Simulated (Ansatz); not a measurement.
Consider the formal exchange of groups at a C–C bond: `C[CH](C)[Ga]([OH])[OH]` + `OBO` → `CB(O)O` + `C[CH2][Ga]([OH])[OH]`.

Gas-phase electronic energies from Ansatz, PBE0-D4/def2-TZVP geometries. CCSD(T)/CBS is the MP2 limit (def2-TZVPP, def2-QZVPP) plus CCSD(T) − MP2 in def2-TZVPP, frozen cores. This one scheme is used for every species. DFT in def2-TZVPP. For Ga outer-core shells are correlated without core-valence functions, which leaves a few kJ/mol of doubt a bond. Scalar relativity is left out up to krypton. One conformer a species, not always the lowest.

| level | ΔE (eV) |
| --- | --- |
| PBE0-D4 | -0.43 |
| PBE0 | -0.46 |
| MP2/def2-TZVPP | -0.38 |
| SCS-MP2/def2-TZVPP | -0.37 |
| CCSD/def2-TZVPP | -0.41 |
| HF/def2-QZVPP | -0.46 |
| HF/CBS(def2) | -0.46 |
| MP2/CBS(def2) | -0.38 |

(1) What does CCSD(T)/CBS give? (An estimate is asked.)

Largest T1 diagnostic among the species: 0.013.

Results:

(1) Computed: -0.40 eV. The listed levels differ from it by -0.03, -0.06, 0.02, 0.03, -0.01, -0.06, -0.06, 0.02 eV.

In def2-TZVPP, CCSD(T) changes the Hartree–Fock value by +0.07 eV (the triples alone add +0.02 eV) and MP2 by +0.09 eV. The D4 term adds +0.05 eV with B3LYP and +0.03 eV with PBE0; it sums over pairs of atoms, weighted by their polarisabilities, and B3LYP, whose exchange is more repulsive, gets the larger term.

B3LYP here is the variant with VWN-RPA as its local correlation; programs differ in this.
